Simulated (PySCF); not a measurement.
A structure optimised at PBE0-D3(BJ)/def2-SVP (Å):
```
atom  x, y, z in Å
C1    -1.8426   -0.4103   -0.0316
S2    -0.2318   -1.2126   -0.3290
Si3    0.9918    0.5263   -0.5559
Se4    3.1711   -0.1168   -0.5465
H5    -1.8063    0.2532    0.8445
H6    -2.1838    0.1517   -0.9125
H7    -2.5612   -1.2171    0.1675
H8     0.8127    1.2172   -1.8678
H9     0.6627    1.4867    0.5425
H10    3.0669   -0.7022    0.7999
```

Neutral, closed shell.

(1) Which heavy atoms are bonded, and with what formal order?

(2) Give the structure as a SMILES string.

(3) Name the point group.

(4) Classify the heavy atoms.

(5) What is the arrangement about Si3?

(6) What is the arrangement about C1?

Answers

(1) C1–S2 1.82 Å (single); S2–Si3 2.14 Å (single); Si3–Se4 2.27 Å (single). Bonds to hydrogen (Å): C1–H5 1.10; C1–H6 1.10; C1–H7 1.10; Si3–H8 1.49; Si3–H9 1.50; Se4–H10 1.47.

(2) `CS[SiH2][SeH]`, CH6SSeSi.

(3) C1 (no symmetry element, even within 0.4 Å).

(4) C1: S-methyl carbon; S2: sulfur bonded to C and Si; Si3: SiH2 silicon; Se4: selenium bonded to Si and H.

(5) It has 4 neighbours (S2, Se4, H8, H9) and is distorted tetrahedral (angles from 104.5° to 113.6°).

(6) It has 4 neighbours (S2, H5, H6, H7) and is tetrahedral (angles from 106.5° to 111.6°).

All values are computed, not measured.
